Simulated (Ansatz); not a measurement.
Basis-set extrapolation for `O=BOB=O` (PBE0-D4/def2-TZVP geometry, frozen core, Ansatz). Multiplicity 1, RHF reference.

|  | def2-TZVPP | def2-QZVPP |
| --- | --- | --- |
| HF | -274.249169 | -274.262761 |
| MP2 correlation | -0.855668 | -0.923493 |
| CCSD(T) correlation | -0.887433 | not run |

Energies in hartree. Use E(X) = E(∞) + A·exp(−7.88·√X) for Hartree–Fock and E(X) = E(∞) + B·X^(−2.97) for correlation, with X = 3 and 4, and add CCSD(T) minus MP2 of the smaller set to the MP2 limit.

**Question.** What is the CCSD(T) energy at the basis-set limit?

**Answer.** HF limit: -274.262761 + (-0.013592) × 0.13774 = -274.26463. MP2 limit: -0.923493 + (-0.067825) × 0.74074 = -0.97373. Higher-order term: -0.887433 − (-0.855668) = -0.03177. Total: -275.27013 hartree, 350.6 kJ/mol below CCSD(T)/def2-TZVPP.
